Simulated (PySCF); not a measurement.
Compound: C₄H₄Se.
Structure used (PBE0-D3(BJ)/def2-SVP), in Å, numbered top down from 1:
```xyz
9
C4H4Se angstrom
C      2.127    0.623    0.292
C      1.102   -0.017    0.149
C     -0.112   -0.726   -0.017
C     -1.352    0.097   -0.174
Se    -0.108   -2.502   -0.030
H      3.047    1.164    0.421
H     -1.492    0.735    0.715
H     -1.248    0.777   -1.036
H     -2.233   -0.542   -0.311
```

Method used: MP2 and CCSD/aug-cc-pVDZ in PySCF, restricted Hartree–Fock reference, 13 core orbitals frozen, non-relativistic, gas phase, PBE0-D3(BJ)/def2-SVP geometry.

E(HF) = -2553.53531 Eh.

Problem. How large is the problem?

Solution. 164 basis functions and 62 electrons; 13 orbitals frozen, which leaves o = 18 correlated occupied and v = 133 virtual orbitals. That is o·v = 2394 singles and o·v(o·v + 1)/2 = 2866815 distinct closed-shell doubles amplitudes before symmetry; the costliest CCSD step grows as o²v⁴ = 1.0 × 10^11.

Problem. What are the MP2 and CCSD correlation energies?

Solution. MP2 -0.6879 Eh and CCSD -0.7205 Eh, which gives totals of -2554.22319 and -2554.25579 Eh. That is 0.545 eV for each correlated electron at CCSD (1892 kJ/mol in all, 0.028 % of the total energy); MP2 gives 95.5 % of the CCSD value.

Problem. What is the T1 diagnostic?

Solution. 0.0162, below the customary warning level of 0.02. It is the norm of the spatial-orbital singles amplitudes over the root of the number of correlated electrons, so the norm is 0.097.

Problem. How does correlation change the dipole moment?

Solution. HF gives 2.99 D and CCSD (unrelaxed density) 2.12 D, a change of -0.87 D.

No triples correction and no basis-set extrapolation were made.
